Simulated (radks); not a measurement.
The gallium ion Ga4+, 27 electrons, occupied as [Ar] 3d9. Calculated with a radial shooting solver on a logarithmic mesh with Libxc functionals: scalar-relativistic Kohn-Sham, PBEsol, spin-polarised, spherical densities, point nucleus; open shells are filled with parallel spins first.

Normalised radial functions P(r) = r R(r), r in bohr:

r	3s down
0.001845	0.0784
0.002731	0.1116
0.004042	0.1567
0.005934	0.2141
0.008781	0.2850
0.013	0.3606
0.01923	0.4196
0.02824	0.4211
0.04179	0.3048
0.06185	0.0168
0.0908	-0.3975
0.1344	-0.7270
0.1989	-0.5656
0.2943	0.2537
0.4321	1.1609
0.6395	1.3415
0.9464	0.7747
1.389	0.2294
2.056	0.0273
3.043	0.0009
4.504	0.0000

3s down: eigenvalue -204.99 eV, 2 radial nodes at r = 0.0629, 0.266 bohr, <r> = 0.648 bohr, 90 % of the charge inside 0.968 bohr.
